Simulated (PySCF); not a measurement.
**Correlation energy of Pt (platinum, neutral)**

Starting occupation: [Xe] 4f14 5d10. Calculation: PySCF 2.14, in x2c-TZVPall-2c with one added diffuse shell each of s, p, d type (12s12p11d2f, 117 functions); X2C-1e with screened-nucleus spin-orbit coupling, Gaussian nucleus. Frozen: [Kr] 4d10 4f14; 18 electrons correlated; the 34 highest virtual spinors left out.

MP2 pair energies summed by pair of shells (mhartree):

```json
{"pair": "5d3/2-5d5/2", "energy": "-127.10", "share (%)": "30.3"}
{"pair": "5d5/2-5d5/2", "energy": "-89.91", "share (%)": "21.4"}
{"pair": "5d5/2-5p3/2", "energy": "-41.77", "share (%)": "10.0"}
{"pair": "5d3/2-5d3/2", "energy": "-37.42", "share (%)": "8.9"}
{"pair": "5d3/2-5p3/2", "energy": "-29.08", "share (%)": "6.9"}
{"pair": "5d5/2-5p1/2", "energy": "-17.11", "share (%)": "4.1"}
{"pair": "5p3/2-5p3/2", "energy": "-14.18", "share (%)": "3.4"}
{"pair": "5p1/2-5p3/2", "energy": "-13.21", "share (%)": "3.1"}
{"pair": "5d3/2-5p1/2", "energy": "-12.23", "share (%)": "2.9"}
{"pair": "5d5/2-5s1/2", "energy": "-10.07", "share (%)": "2.4"}
{"pair": "5p3/2-5s1/2", "energy": "-9.70", "share (%)": "2.3"}
{"pair": "5d3/2-5s1/2", "energy": "-7.06", "share (%)": "1.7"}
{"pair": "5p1/2-5s1/2", "energy": "-4.62", "share (%)": "1.1"}
{"pair": "5p1/2-5p1/2", "energy": "-3.40", "share (%)": "0.8"}
{"pair": "5s1/2-5s1/2", "energy": "-2.71", "share (%)": "0.6"}
```

Total MP2 correlation energy: -419.58 mhartree.

This basis was not built for core-valence correlation, so the inner-shell part is incomplete.
